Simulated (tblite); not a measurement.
A geometry optimisation, step by step.

Species: C5H10AsBO3.
Atom-mapped SMILES: `[CH2:1]=[CH:2][C@@H:3]([B:4]([OH:5])[AsH2:6])[C:7](=[O:8])[O:9][CH3:10]` (hydrogens: H11, H12 on C1; H13 on C2; H14 on C3; H15 on O5; H16, H17 on As6; H18, H19, H20 on C10)

Computed with GFN2-xTB (tblite), gas phase: L-BFGS steps from a force-field or distance-geometry start until the largest atomic force falls under 0.01 eV/Å. 8 of its 179 geometries are shown.

Step 0: E = -858.5430 eV, largest atomic force 4.497 eV/Å
```
atom  x, y, z in Å  |  force x, y, z in eV/Å
C1     -1.254    2.368   -0.781   -0.962   0.641  -0.521
C2     -1.493    1.102   -0.499    0.142   0.295   0.583
C3     -0.576    0.294    0.392    0.644  -0.491   0.104
B4     -0.840   -1.259    0.194    0.306  -1.833  -3.799
O5     -0.243   -1.854   -1.010   -0.421   1.839   2.513
As6    -2.559   -2.177    0.829   -0.786   0.362   1.521
C7      0.820    0.515   -0.079    2.889   2.471  -2.403
O8      1.103    1.269   -1.054   -0.131  -2.793   2.915
O9      1.819   -0.162    0.628   -1.331   0.482  -0.562
C10     3.198   -0.039    0.287    0.250   0.166   0.420
H11    -1.947    2.933   -1.431    0.548  -0.436   0.444
H12    -0.415    2.926   -0.406   -0.040  -0.069   0.022
H13    -2.357    0.601   -0.882   -0.312  -0.234  -0.174
H14    -0.613    0.620    1.430   -0.192   0.056   0.188
H15     0.428   -1.265   -1.418   -0.653  -0.722   0.201
H16    -2.250   -3.701    1.079    0.023   0.657  -0.976
H17    -3.528   -2.142   -0.413    1.061  -0.531   0.121
H18     3.764   -0.709    0.989   -0.696   0.320  -0.774
H19     3.560    0.985    0.504   -0.280  -0.293  -0.348
H20     3.378   -0.295   -0.773   -0.058   0.113   0.525
```

Step 25: E = -860.0005 eV, largest atomic force 0.140 eV/Å
```
atom  x, y, z in Å  |  force x, y, z in eV/Å
C1     -1.319    2.447   -0.744    0.027   0.007  -0.052
C2     -1.492    1.174   -0.455   -0.057   0.008   0.009
C3     -0.511    0.310    0.291   -0.023  -0.091   0.028
B4     -0.919   -1.231    0.009   -0.106  -0.092   0.006
O5     -0.356   -1.997   -0.907    0.043  -0.003  -0.037
As6    -2.533   -2.067    0.967   -0.004   0.004   0.033
C7      0.908    0.534   -0.125    0.022  -0.057  -0.121
O8      1.282    1.041   -1.153    0.017   0.002  -0.061
O9      1.765   -0.054    0.738    0.057   0.102  -0.074
C10     3.136   -0.004    0.367    0.046  -0.010   0.010
H11    -2.057    2.989   -1.308   -0.029   0.098   0.008
H12    -0.430    2.981   -0.462    0.059   0.059  -0.001
H13    -2.403    0.676   -0.765   -0.082  -0.046   0.003
H14    -0.599    0.505    1.365    0.067   0.004   0.063
H15     0.350   -1.676   -1.474    0.059   0.060   0.009
H16    -2.008   -3.455    0.754   -0.033  -0.009  -0.034
H17    -3.274   -2.173   -0.340    0.018  -0.012   0.039
H18     3.644   -0.714    1.014    0.058   0.053   0.043
H19     3.533    1.006    0.496   -0.021  -0.047   0.093
H20     3.277   -0.281   -0.682   -0.117  -0.030   0.037
```

Step 51: E = -860.1110 eV, largest atomic force 0.196 eV/Å
```
atom  x, y, z in Å  |  force x, y, z in eV/Å
C1     -1.270    2.469   -0.725    0.037   0.005  -0.019
C2     -1.530    1.224   -0.379   -0.058   0.004  -0.042
C3     -0.537    0.264    0.205    0.078   0.054   0.025
B4     -0.917   -1.288   -0.111    0.021   0.005   0.073
O5     -0.246   -2.017   -0.982   -0.093   0.021  -0.024
As6    -2.400   -2.155    0.978   -0.160   0.004  -0.012
C7      0.863    0.392   -0.280    0.119  -0.083   0.107
O8      1.210    0.346   -1.440    0.040   0.006  -0.071
O9      1.724    0.305    0.749    0.082   0.048   0.010
C10     3.105    0.132    0.460   -0.004   0.019   0.012
H11    -2.032    3.127   -1.104   -0.020  -0.023  -0.035
H12    -0.281    2.882   -0.645    0.094   0.038  -0.021
H13    -2.537    0.834   -0.457   -0.133  -0.026  -0.010
H14    -0.535    0.413    1.293    0.003  -0.055   0.056
H15     0.449   -1.595   -1.507   -0.050   0.023  -0.040
H16    -2.036   -3.517    0.505    0.021  -0.187  -0.054
H17    -3.382   -2.067   -0.163    0.041   0.048   0.056
H18     3.491   -0.608    1.164   -0.021   0.088  -0.045
H19     3.619    1.086    0.594    0.030  -0.056  -0.022
H20     3.237   -0.219   -0.568   -0.027   0.067   0.055
```

Step 76: E = -860.2296 eV, largest atomic force 0.155 eV/Å
```
atom  x, y, z in Å  |  force x, y, z in eV/Å
C1     -1.113    2.281   -0.832    0.037   0.041  -0.004
C2     -1.458    1.139   -0.271    0.018  -0.069  -0.062
C3     -0.495    0.166    0.356    0.000  -0.062   0.009
B4     -1.015   -1.323   -0.062   -0.077   0.006  -0.001
O5     -0.579   -1.883   -1.168    0.045  -0.070  -0.050
As6    -2.438   -2.353    0.983    0.033  -0.079  -0.091
C7      0.898    0.263   -0.171   -0.008   0.075   0.113
O8      1.207    0.035   -1.324    0.049   0.027  -0.145
O9      1.789    0.484    0.798    0.071   0.011   0.132
C10     3.173    0.362    0.493   -0.006   0.002  -0.024
H11    -1.836    2.938   -1.281   -0.043   0.014   0.003
H12    -0.089    2.607   -0.858    0.073   0.043  -0.054
H13    -2.497    0.829   -0.253   -0.034   0.011   0.074
H14    -0.475    0.322    1.442   -0.036  -0.008  -0.013
H15     0.089   -1.388   -1.677   -0.012  -0.010  -0.004
H16    -2.213   -3.567    0.120   -0.092   0.069   0.080
H17    -3.505   -1.893    0.022    0.029  -0.005   0.045
H18     3.592   -0.380    1.175    0.026   0.052  -0.066
H19     3.665    1.326    0.640   -0.077  -0.021   0.035
H20     3.296    0.046   -0.546    0.006  -0.024   0.022
```

Step 102: E = -860.3110 eV, largest atomic force 0.076 eV/Å
```
atom  x, y, z in Å  |  force x, y, z in eV/Å
C1     -0.977    2.078   -0.973    0.009  -0.006   0.010
C2     -1.329    1.122   -0.132   -0.032  -0.017  -0.006
C3     -0.474   -0.025    0.339    0.027   0.012   0.002
B4     -1.078   -1.426   -0.239    0.025  -0.011   0.020
O5     -0.679   -1.887   -1.408    0.007   0.008   0.011
As6    -2.348   -2.562    0.869   -0.047   0.006  -0.060
C7      0.941    0.107   -0.132    0.019   0.017   0.011
O8      1.307   -0.080   -1.274    0.002   0.021  -0.025
O9      1.765    0.411    0.871    0.008   0.019   0.027
C10     3.143    0.608    0.585    0.002  -0.002   0.014
H11    -1.666    2.857   -1.249   -0.011   0.003  -0.006
H12     0.003    2.136   -1.420   -0.048  -0.048   0.004
H13    -2.326    1.120    0.296    0.020  -0.044  -0.015
H14    -0.475   -0.016    1.437   -0.008   0.012  -0.004
H15     0.003   -1.370   -1.869    0.013   0.007  -0.009
H16    -2.765   -3.407   -0.298   -0.002   0.051   0.013
H17    -3.505   -1.636    0.612   -0.001  -0.005   0.028
H18     3.721   -0.051    1.231    0.009  -0.016   0.007
H19     3.387    1.649    0.805    0.027  -0.019  -0.030
H20     3.348    0.383   -0.464   -0.019   0.011   0.009
```

Step 127: E = -860.3570 eV, largest atomic force 0.050 eV/Å
```
atom  x, y, z in Å  |  force x, y, z in eV/Å
C1     -1.152    1.841   -1.063   -0.009  -0.001  -0.005
C2     -1.354    1.006   -0.059    0.017   0.000  -0.033
C3     -0.414   -0.083    0.396   -0.013   0.005  -0.008
B4     -0.992   -1.447   -0.293    0.021   0.014   0.015
O5     -0.515   -1.847   -1.456    0.021  -0.006  -0.009
As6    -2.404   -2.611    0.578   -0.029   0.014   0.022
C7      0.984    0.148   -0.072   -0.012  -0.011   0.007
O8      1.338    0.063   -1.232    0.026  -0.012   0.003
O9      1.821    0.405    0.935   -0.017   0.001  -0.007
C10     3.190    0.622    0.619    0.004  -0.012   0.005
H11    -1.885    2.577   -1.344   -0.017  -0.007   0.045
H12    -0.247    1.832   -1.647   -0.015  -0.022  -0.008
H13    -2.277    1.040    0.506   -0.018  -0.008  -0.008
H14    -0.425   -0.129    1.490    0.002   0.027  -0.009
H15     0.205   -1.311   -1.831   -0.030   0.025  -0.032
H16    -3.238   -2.671   -0.664    0.011   0.012   0.018
H17    -3.228   -1.452    1.079    0.021  -0.010  -0.020
H18     3.786   -0.034    1.251    0.025  -0.019   0.012
H19     3.439    1.663    0.827   -0.018  -0.001  -0.005
H20     3.363    0.399   -0.435    0.030   0.011   0.016
```

Step 153: E = -860.3635 eV, largest atomic force 0.016 eV/Å
```
atom  x, y, z in Å  |  force x, y, z in eV/Å
C1     -1.208    1.803   -1.091   -0.002   0.002  -0.008
C2     -1.365    0.983   -0.068    0.001   0.009  -0.006
C3     -0.397   -0.080    0.385   -0.002   0.013   0.003
B4     -0.972   -1.439   -0.310    0.006  -0.007  -0.008
O5     -0.520   -1.811   -1.492   -0.005   0.002  -0.001
As6    -2.388   -2.583    0.584   -0.003  -0.002  -0.007
C7      1.000    0.158   -0.080   -0.002  -0.003   0.000
O8      1.360    0.098   -1.240   -0.004   0.002  -0.001
O9      1.833    0.377    0.941   -0.014   0.000   0.002
C10     3.208    0.597    0.652   -0.005  -0.008   0.000
H11    -1.966    2.521   -1.353   -0.002   0.002   0.001
H12    -0.321    1.800   -1.700    0.000  -0.003  -0.005
H13    -2.278    1.006    0.516    0.008   0.001   0.001
H14    -0.403   -0.123    1.479   -0.008   0.001   0.014
H15     0.180   -1.258   -1.879   -0.005   0.002   0.002
H16    -3.261   -2.600   -0.633    0.016   0.000   0.000
H17    -3.155   -1.398    1.109    0.002  -0.009   0.010
H18     3.792   -0.056    1.299    0.008  -0.003   0.005
H19     3.445    1.640    0.864    0.012   0.004   0.001
H20     3.410    0.376   -0.397   -0.003  -0.004  -0.005
```

Step 178: E = -860.3676 eV, largest atomic force 0.009 eV/Å
```
atom  x, y, z in Å  |  force x, y, z in eV/Å
C1     -1.266    1.775   -1.161    0.007   0.003  -0.004
C2     -1.385    1.020   -0.084   -0.003  -0.002   0.001
C3     -0.409   -0.028    0.387   -0.001   0.000   0.001
B4     -0.952   -1.392   -0.324    0.003  -0.001   0.002
O5     -0.524   -1.709   -1.531   -0.001  -0.003  -0.001
As6    -2.282   -2.633    0.571    0.003   0.001   0.003
C7      0.991    0.208   -0.066   -0.001  -0.003  -0.001
O8      1.349    0.201   -1.228   -0.003   0.006  -0.002
O9      1.831    0.346    0.964   -0.001   0.000   0.001
C10     3.213    0.519    0.683   -0.003  -0.002   0.001
H11    -2.025    2.489   -1.430    0.001  -0.001   0.000
H12    -0.404    1.726   -1.804   -0.001  -0.001   0.001
H13    -2.271    1.088    0.536   -0.005   0.001   0.002
H14    -0.427   -0.073    1.480    0.001  -0.002   0.003
H15     0.149   -1.121   -1.916    0.000   0.001   0.001
H16    -3.228   -2.579   -0.588    0.001  -0.001  -0.005
H17    -3.041   -1.515    1.237    0.002   0.004   0.000
H18     3.769   -0.141    1.347    0.002   0.000   0.000
H19     3.487    1.558    0.875    0.000  -0.002  -0.003
H20     3.416    0.272   -0.361    0.001   0.001   0.001
```

**Question.** Summarise the path.

**Answer.** The energy falls by 176.04 kJ/mol from step 0 to step 178; nine tenths of that is first reached at step 63. It never rises by more than 0.2 meV. The largest force goes from 4.497 to 0.009 eV/Å. Among the bonds B4–O5 changes most, from 1.470 to 1.319 Å; the atoms move by 1.010 Å rms after alignment.

**Question.** Follow the three bonds and two angles with the largest change from start to end.

**Answer.** 
```tsv
step	E above end (kJ/mol)	largest force (eV/Å)	B4–O5 (Å)	As6–H16 (Å)	As6–H17 (Å)	H16–As6–H17 (°)	B4–As6–H16 (°)
0	176.04	4.497	1.470	1.575	1.576	105.5	108.5
8	50.18	0.421	1.323	1.501	1.485	86.7	98.8
15	39.60	0.304	1.322	1.499	1.509	86.6	93.6
23	36.29	0.184	1.322	1.500	1.513	88.9	91.9
31	33.02	0.145	1.323	1.499	1.509	87.2	92.1
39	30.05	0.148	1.323	1.505	1.503	88.8	93.1
46	26.98	0.210	1.322	1.499	1.496	89.7	91.9
54	22.73	0.181	1.317	1.493	1.498	89.1	93.9
62	18.01	0.208	1.316	1.486	1.502	88.5	93.7
70	15.10	0.229	1.316	1.497	1.502	88.4	92.5
77	13.00	0.157	1.316	1.507	1.506	89.6	90.3
85	9.82	0.182	1.313	1.503	1.515	89.1	91.7
93	7.43	0.096	1.317	1.497	1.505	88.8	93.0
101	5.54	0.059	1.317	1.499	1.502	90.1	93.7
108	4.79	0.150	1.318	1.504	1.512	90.3	93.5
116	3.17	0.181	1.317	1.491	1.501	89.8	94.0
124	1.39	0.088	1.318	1.497	1.511	89.5	93.1
132	0.78	0.042	1.319	1.496	1.506	89.9	92.7
139	0.63	0.029	1.319	1.497	1.506	89.7	92.3
147	0.49	0.022	1.319	1.497	1.505	90.2	92.8
155	0.38	0.013	1.319	1.497	1.506	89.8	93.1
163	0.28	0.035	1.319	1.496	1.506	89.8	92.8
170	0.14	0.034	1.319	1.496	1.506	89.9	92.8
178	0.00	0.009	1.319	1.496	1.506	89.8	92.9
```

The cost below is that of the whole relaxation. Time: 1.7 s of wall time. Hardware: Intel Xeon Platinum 8488C, one thread, shared host with 96 logical CPUs at a one-minute load of 32.
